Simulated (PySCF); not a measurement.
Compound: W(NMe)2(OH)2, C2H8N2O2W (singlet state).
Bonds: W1–N2, W1–N7, W1–O12, W1–O14, N2–C3, N7–C8. Hydrogens: H4, H5, H6 on C3; H9, H10, H11 on C8; H13 on O12; H15 on O14.

Level of theory: PBE0-D3(BJ)/def2-SVP geometry optimisation, gas phase, def2 core potentials past Kr in PySCF 2.14.0.

Question: List the bond lengths, angles and torsions at this level.

Answer: 
| bond | length (bohr) |
| --- | --- |
| W1–N2, W1–N7 | 3.312 |
| W1–O12, W1–O14 | 3.620 |
| N2–C3, N7–C8 | 2.678 |
| C3–H4 and 5 like bonds | 2.087 |
| O12–H13, O14–H15 | 1.818 |

Bonds in one row agree within 0.02 bohr and their mean is given. A selection of angles:
| angle | degrees |
| --- | --- |
| N2–W1–N7 | 110.1 |
| N2–W1–O12 | 107.3 |
| O12–W1–O14 | 115.1 |
| W1–N2–C3 | 160.4 |
| N2–C3–H4 | 111.0 |
| H4–C3–H5 | 107.3 |
| W1–N7–C8 | 162.0 |
| W1–O12–H13 | 122.2 |

Dihedral angles: N7–W1–N2–C3 8° (synperiplanar); N2–W1–N7–C8 6° (synperiplanar); H13–O12–W1–N2 134° (anticlinal); H15–O14–W1–N2 16° (synperiplanar). The mirror-image conformer, all signs reversed, is as good.

N2 (nitrogen bonded to C and W) is bent (angle 160.4°). W1 (tungsten bonded to 2 N and 2 O) is distorted tetrahedral (angles from 107.3° to 115.1°).

Stationary, but not proved a minimum. Torsions: N7–W1–N2–C3 8°, N2–W1–N7–C8 6°, N2–W1–O12–H 134°, N2–W1–O14–H 16°.
